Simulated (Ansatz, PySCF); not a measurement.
System: C3H6O2, charge 0, multiplicity 1. SMILES: COC(C)=O
Structure (B3LYP-D3(BJ)/def2-TZVP (Ansatz, an electronic-structure program) minimum search):
```
C
O 1 1.2040
O 1 1.3493 2 123.34
C 3 1.4355 1 115.70 2 0.02
H 4 1.0864 3 105.63 1 -180.00
H 4 1.0894 5 110.63 3 -119.58
H 4 1.0894 5 110.63 6 -120.84
C 1 1.5038 2 125.65 3 179.96
H 8 1.0861 1 109.50 2 0.46
H 8 1.0907 9 110.06 1 -120.98
H 8 1.0908 9 110.01 10 -118.15
```

Property: vertical ionisation energy to the doublet, in eV. Terms: each state is the SCF solution reached for its charge and spin; dispersion terms only where a functional's name holds one; frozen cores in correlated levels; no spin-orbit coupling; 6-311+G** with 5d; open shells spin-unrestricted; 6-31G* and kin with 6d, 5d where marked; non-relativistic. First-principles rows: single points at B3LYP-D3(BJ) geometries (Ansatz).

```
level               program  vertical ionisation energy to the doublet (eV)
------------------  -------  ----------------------------------------------
HF/6-31G*            Ansatz                                            9.07
PBE/6-31G*           Ansatz                                            9.94
PBE/6-311+G**        Ansatz                                           10.24
B3LYP/6-31G*         Ansatz                                           10.19
M06-2X/6-31G* (5d)    PySCF                                           10.45
MP2/6-31G*           Ansatz                                           10.49
wB97M-V/def2-TZVPD   Ansatz                                           10.46
wB97X-V/def2-TZVPD   Ansatz                                           10.45
```

No value to compare with is used here. The 6 habitual levels span 9.07 (HF/6-31G*) to 10.49 eV (MP2/6-31G*); wB97X-V/def2-TZVPD gives 10.45.

The levels are drawn from those run, B3LYP/6-31G* more often than the rest, none by its result; left out are runs that failed, that the program found above a lower state of the same kind, or whose <S^2> lies over 0.5 above the pure value.
